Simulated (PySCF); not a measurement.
Isomers of C5H13NSi, mass 115.082 u with the commonest isotopes. Theory: PySCF, PBE0-D3(BJ)/def2-SVP geometry optimisation, gas phase. One conformer each, none proved a minimum here; rigid rotors.

Question: Order these by rotational constant B, largest first.
A. `[CH2:1]=[C:2]([CH3:3])[CH2:4][N:5]([CH3:6])[SiH3:7]` with C1–C2–C4–N5 125°, C2–C4–N5–C6 -67°
B. SiH2Me(pyrrolidide) (`[H][Si]([H])(C)N1CCCC1`)
C. `[H]/[N:7]=[CH:6]/[SiH2:5][C:2]([CH3:1])([CH3:3])[CH3:4]` with C2–Si5–C6–N7 4°

Answer: C (1500 MHz), B (1308 MHz), A (1206 MHz).

Question: Order these by radius of gyration √(Σ m r²/M), smallest first.
A. `[H]/[N:7]=[CH:6]/[SiH2:5][C:2]([CH3:1])([CH3:3])[CH3:4]` with C2–Si5–C6–N7 4°
B. `[CH2:1]=[C:2]([CH3:3])[CH2:4][N:5]([CH3:6])[SiH3:7]` with C1–C2–C4–N5 125°, C2–C4–N5–C6 -67°
C. `[H][Si]([H])(C)N1CCCC1` (SiH2Me(pyrrolidide))

Answer: A (1.957 Å), C (2.031 Å), B (2.097 Å).

Question: Order these by out-of-plane moment Σ m c² = (Ia + Ib − Ic)/2, smallest first.
A. `[H]/[N:7]=[CH:6]/[SiH2:5][C:2]([CH3:1])([CH3:3])[CH3:4]` with C2–Si5–C6–N7 4°
B. SiH2Me(pyrrolidide), `[H][Si]([H])(C)N1CCCC1`
C. `[CH2:1]=[C:2]([CH3:3])[CH2:4][N:5]([CH3:6])[SiH3:7]` with C1–C2–C4–N5 125°, C2–C4–N5–C6 -67°

Answer: B (21.87 u·Å²), C (46.65 u·Å²), A (58.45 u·Å²).

| SMILES | point group | Ia (u·Å²) | Ib (u·Å²) | Ic (u·Å²) | κ | μa (D) | μb (D) | μc (D) |
| --- | --- | --- | --- | --- | --- | --- | --- | --- |
| [H][Si]([H])(C)N1CCCC1 | C1 | 109.87 | 386.48 | 452.61 | -0.89 | 0.83 | 0.75 | 0.31 |
| C=C(C)CN(C)[SiH3] | C1 | 133.74 | 419.02 | 459.46 | -0.92 | 0.41 | 0.27 | 0.19 |
| [H]/N=C/[SiH2]C(C)(C)C | near Cs | 162.48 | 336.89 | 382.46 | -0.80 | 1.05 | 0.51 | 0.08 |
